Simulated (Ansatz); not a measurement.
The cluster Os4⁺ (the lowest doublet isomer of a short search), 4 atoms. Hardware: 4 threads of Arm Neoverse V1 on a shared host.

In the def2 sets Os takes a core potential; there is no spin–orbit coupling. Correlated methods freeze no core orbitals; core or outer-core shells of Os are correlated, in sets that lack core-valence functions.

Task: How many basis functions does each of these Ansatz runs have, and roughly what does it cost? PBE-D4/def2-SVP, charge 1 quartet, relaxation, 4 steps; PBE-D4/def2-TZVP, charge 0 singlet at the geometry of the charge 1 doublet, energy, from earlier orbitals; PBE-D4/def2-SVP, charge 1 doublet, relaxation, 8 steps; BHLYP-D4/def2-TZVP, charge 1 quartet, energy, from earlier orbitals; MP2/def2-TZVP, charge 1 doublet, energy, from earlier orbitals; ωB97M-V/def2-TZVP, charge 1 sextet, energy, from earlier orbitals; CAM-B3LYP-D4/def2-TZVP, charge 1 quartet, energy, from earlier orbitals; HSE06-D4/def2-TZVP, charge 1 sextet, energy, from earlier orbitals; CAM-B3LYP-D4/def2-TZVP, charge 1 doublet, energy, from earlier orbitals; RPA@PBE/def2-TZVP, charge 1 doublet, energy, from earlier orbitals; PBE0-D4/def2-TZVP, charge 1 doublet, energy, from earlier orbitals; CAM-B3LYP-D4/def2-TZVP, charge 1 sextet, energy, from earlier orbitals.

Result: Other jobs shared the machine, so times can vary by a factor of up to 3. A dash marks memory too small to be measured apart from the calling script's.

| run | functions | fitting or Cholesky vectors | wall time | peak host memory (GiB) |
| --- | --- | --- | --- | --- |
| PBE-D4/def2-TZVP, charge 0 singlet at the geometry of the charge 1 doublet, energy, from earlier orbitals | 160 | 1408 | 2.5 s | – |
| MP2/def2-TZVP, charge 1 doublet, energy, from earlier orbitals | 160 | 1540 | 14 s | 0.65 |
| RPA@PBE/def2-TZVP, charge 1 doublet, energy, from earlier orbitals | 160 | 1540 | 19 s | 0.63 |
| HSE06-D4/def2-TZVP, charge 1 sextet, energy, from earlier orbitals | 160 | 1672 | 22 s | 0.98 |
| PBE-D4/def2-SVP, charge 1 quartet, relaxation, 4 steps | 128 | 1188 | 27 s | – |
| CAM-B3LYP-D4/def2-TZVP, charge 1 quartet, energy, from earlier orbitals | 160 | 1516 | 27 s | 1 |
| CAM-B3LYP-D4/def2-TZVP, charge 1 sextet, energy, from earlier orbitals | 160 | 1516 | 30 s | 1 |
| PBE0-D4/def2-TZVP, charge 1 doublet, energy, from earlier orbitals | 160 | 1672 | 30 s | 0.96 |
| BHLYP-D4/def2-TZVP, charge 1 quartet, energy, from earlier orbitals | 160 | 1892 | 31 s | 1 |
| CAM-B3LYP-D4/def2-TZVP, charge 1 doublet, energy, from earlier orbitals | 160 | 1516 | 32 s | 1 |
| PBE-D4/def2-SVP, charge 1 doublet, relaxation, 8 steps | 128 | 1188 | 34 s | – |
| ωB97M-V/def2-TZVP, charge 1 sextet, energy, from earlier orbitals | 160 | 1516 | 2.1 min | 1.4 |
